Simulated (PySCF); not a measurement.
## Continuum solvent and chemical shifts

Structure with atom numbers: `[CH2:1]=[CH:2][C@@H:3]1[CH2:4][CH2:5][P@H:6]1=[O:7]`. Each H is labelled by its parent atom. Ha(C4), Ha(C5) are cis to C2 on the ring; Ha(C1) is cis to C3; Hb(C4), Hb(C5) are trans to C2 on the ring; Hb(C1) is trans to C3.

GIAO PBE0/pcSseg-1 in PySCF 2.14 on one PBE0-D3(BJ)/def2-SVP conformer, non-relativistic, equivalent nuclei averaged. Solvents enter as an IEF-PCM continuum (benzene with ε = 2.3, tetrahydrofuran with ε = 7.4) around the gas-phase geometry. Shifts are referred to TMS computed in the same medium.

Gas phase, δ in ppm: C2 143.7, C1 126.0, C3 56.4, C5 34.4, C4 14.7, H(P6) 6.79, H(C2) 5.98, Ha(C1) 5.82, Hb(C1) 5.48, H(C3) 3.15, Ha(C5) 2.08, Hb(C5) 2.07, Hb(C4) 1.89, Ha(C4) 0.79. Dipole moment 4.20 D.

**Question.** How does each δ change in the continuum?

**Answer.** 
```
 atoms                                                      environment  Δδ, benzene  Δδ, tetrahydrofuran
    C2                                                        alkene CH         +1.5                 +3.0
    C1                                             terminal =CH2 carbon         -0.2                 -0.6
    C3                                       allylic sp3 CH bonded to P         +0.9                 +1.7
    C5                                              sp3 CH2 bonded to P         +0.7                 +1.3
    C4                                                sp3 CH2 in a ring         +0.2                 +0.4
 H(P6)  hydrogen on a phosphorus bonded to 2 C, O, in a 4-membered ring         0.00                +0.03
 H(C2)                                         hydrogen on an alkene CH        +0.10                +0.21
Ha(C1)                               hydrogen on a terminal =CH2 carbon        -0.03                -0.08
Hb(C1)                               hydrogen on a terminal =CH2 carbon        +0.03                +0.05
 H(C3)                        hydrogen on an allylic sp3 CH bonded to P        +0.16                +0.28
Ha(C5)                               hydrogen on an sp3 CH2 bonded to P        +0.12                +0.21
Hb(C5)                               hydrogen on an sp3 CH2 bonded to P        +0.13                +0.22
Hb(C4)                                 hydrogen on an sp3 CH2 in a ring        +0.09                +0.17
Ha(C4)                                 hydrogen on an sp3 CH2 in a ring        +0.07                +0.14
```

Changes are relative to the gas phase. The dipole moment becomes 4.79 D in benzene, 5.29 D in tetrahydrofuran.

**Question.** Which nuclei move most (in ppm), and what does the model miss?

**Answer.** C2 (alkene CH, +3.0 ppm) in tetrahydrofuran. A continuum only polarises the solute; specific hydrogen bonds, the anisotropy of aromatic solvents and changes of geometry or conformer are outside it.
